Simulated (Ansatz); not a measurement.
Calculated with Ansatz (gas phase, PBE0-D4/def2-TZVP geometries, no zero-point term in ΔE). CCSD(T)/CBS adds triple-zeta CCSD(T) − MP2 to the extrapolated MP2 energy (def2 sets, frozen cores). Functionals use def2-TZVPP. B3LYP here is the variant with VWN-RPA as its local correlation; programs differ in this. One conformer a species, not always the lowest.

Consider the redistribution: `[SiH3][SiH]1[CH2][AlH]1` + `C[SiH2]C[SiH2]Cl` → `C[SiH2][SiH]1[CH2][AlH]1` + `[SiH3]C[SiH2]Cl`.

`[SiH3][SiH]1[CH2][AlH]1`:

Cartesian coordinates in Å:
```
Si 0.167 1.429 1.391
Si 0.786 -0.446 0.166
C -0.107 -0.496 -1.551
Al -0.962 -1.855 -0.447
H 0.490 1.267 2.834
H 0.802 2.686 0.904
H -1.310 1.588 1.261
H 2.256 -0.697 0.172
H 0.519 -0.961 -2.322
H -0.531 0.425 -1.947
H -2.110 -2.940 -0.460
```

`C[SiH2]C[SiH2]Cl`:

Cartesian coordinates in Å:
```
C 0.629 2.254 0.723
Si -0.066 0.524 0.862
C 0.079 -0.402 -0.766
Si -0.579 -2.135 -0.731
Cl -0.358 -3.025 -2.580
H 0.541 2.786 1.673
H 0.093 2.827 -0.038
H 1.686 2.227 0.446
H -1.501 0.581 1.260
H 0.664 -0.235 1.917
H 1.134 -0.437 -1.061
H -0.457 0.158 -1.540
H -2.027 -2.153 -0.410
H 0.162 -2.971 0.245
```

`C[SiH2][SiH]1[CH2][AlH]1`:

```xyz
14

C     0.039    1.523    1.964
Si    0.511    1.348    0.154
Si   -0.785   -0.194   -1.010
C    -0.309   -2.019   -0.552
Al    0.353   -1.710   -2.357
H    -0.980    1.901    2.060
H     0.712    2.215    2.475
H     0.091    0.557    2.470
H     1.923    0.868    0.053
H     0.451    2.677   -0.519
H    -2.244    0.121   -1.008
H     0.277   -2.188    0.351
H    -1.178   -2.687   -0.545
H     1.137   -2.412   -3.537
```

`[SiH3]C[SiH2]Cl`:

Cartesian coordinates in Å:
```
Si -0.954 0.556 1.217
C 0.635 0.022 0.374
Si 0.421 -0.526 -1.386
Cl 2.237 -1.089 -2.185
H -0.684 0.977 2.616
H -1.566 1.696 0.484
H -1.927 -0.569 1.236
H 1.345 0.856 0.397
H 1.079 -0.799 0.945
H -0.480 -1.701 -1.472
H -0.107 0.575 -2.227
```

Is it downhill or uphill in electronic energy at CCSD(T)/CBS, and by how much? (Estimate.)

Ansatz gave: Uphill: ΔE = +4.6 kJ/mol.

What do these levels give: PBE-D4, PBE0-D4, B3LYP-D4, PBE0, B3LYP, HF/def2-TZVPP, MP2/def2-TZVPP, SCS-MP2/def2-TZVPP, CCSD/def2-TZVPP, CCSD(T)/def2-TZVPP, HF/CBS(def2), MP2/CBS(def2)? (An estimate is asked.)

The calculation gave: PBE-D4 4.4, PBE0-D4 4.8, B3LYP-D4 4.4, PBE0 5.1, B3LYP 4.9, HF/def2-TZVPP 5.1, MP2/def2-TZVPP 4.0, SCS-MP2/def2-TZVPP 3.9, CCSD/def2-TZVPP 4.9, CCSD(T)/def2-TZVPP 4.6, HF/CBS(def2) 5.1, MP2/CBS(def2) 4.1 kJ/mol.

Largest T1 diagnostic among the species: 0.014.
